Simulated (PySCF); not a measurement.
## Correlation energy of Sb (antimony, neutral)

[Kr] 4d10 5s2 5p2 6s1, high-spin 4P determinant (an excited configuration). All numbers are calculated (PySCF 2.14, scalar relativity by spin-free X2C-1e, in aug-cc-pwCVTZ-DK3 with one added diffuse shell each of s, p, d, f type (11s10p8d5f1g, 125 functions)). Frozen: [Ar] 3d10; 23 electrons correlated.

MP2 pair energies summed by pair of shells (mhartree):

| pair | energy | share (%) |
| --- | --- | --- |
| 4d-4d | -330.11 | 44.5 |
| 4p-4d | -127.93 | 17.3 |
| 4d-5s | -77.13 | 10.4 |
| 4d-5p | -42.82 | 5.8 |
| 4p-4p | -40.94 | 5.5 |
| 5s-5p | -29.16 | 3.9 |
| 4s-4d | -27.68 | 3.7 |
| 4s-4p | -15.47 | 2.1 |
| 5s-5s | -13.79 | 1.9 |
| 4p-5s | -9.68 | 1.3 |
| 4p-5p | -4.94 | 0.7 |
| 5p-5p | -4.45 | 0.6 |
| 5p-6s | -4.23 | 0.6 |
| 5s-6s | -4.01 | 0.5 |
| 4d-6s | -3.35 | 0.5 |
| 4s-4s | -3.32 | 0.4 |
| 4s-5s | -1.17 | 0.2 |
| 4s-5p | -0.62 | 0.1 |
| 4p-6s | -0.33 | 0.0 |
| 4s-6s | -0.04 | 0.0 |

Total MP2 correlation energy: -741.18 mhartree.

Same-spin part -257.69 and opposite-spin part -483.49 mhartree; SCS-MP2 scales them by 1/3 and 6/5 to -666.09 mhartree.
